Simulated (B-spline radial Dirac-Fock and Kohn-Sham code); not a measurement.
# What relativity does to the binding energies of Au⁵²⁺

System: gold as Au⁵²⁺, [Ar] 3d9.

Both columns are ΔSCF binding energies of the configuration average from a radial finite-basis atomic code: non-relativistic Hartree-Fock with a point nucleus, and Dirac-Fock with a finite nucleus and the Coulomb interaction alone, averaged over the two j levels with weights 2j+1.

```
shell  Hartree-Fock (eV)  Dirac-Fock (eV)  shift (eV)  shift (%)
   1s            76573.0          84224.5    +7651.52      +9.99
   2s            15311.5          17407.4    +2095.82     +13.69
   2p            14826.8          15564.9     +738.07      +4.98
   3s             5651.5           6229.5     +578.02     +10.23
   3p             5430.9           5673.6     +242.70      +4.47
   3d             5045.5           5062.6      +17.07      +0.34
```

Relativity binds 1s, 2s, 2p, 3s, 3p, 3d more strongly, among those listed most of all 2s in relative terms.

Values without a named source are computed, but for edge energies of neutral atoms, which are taken from tables.
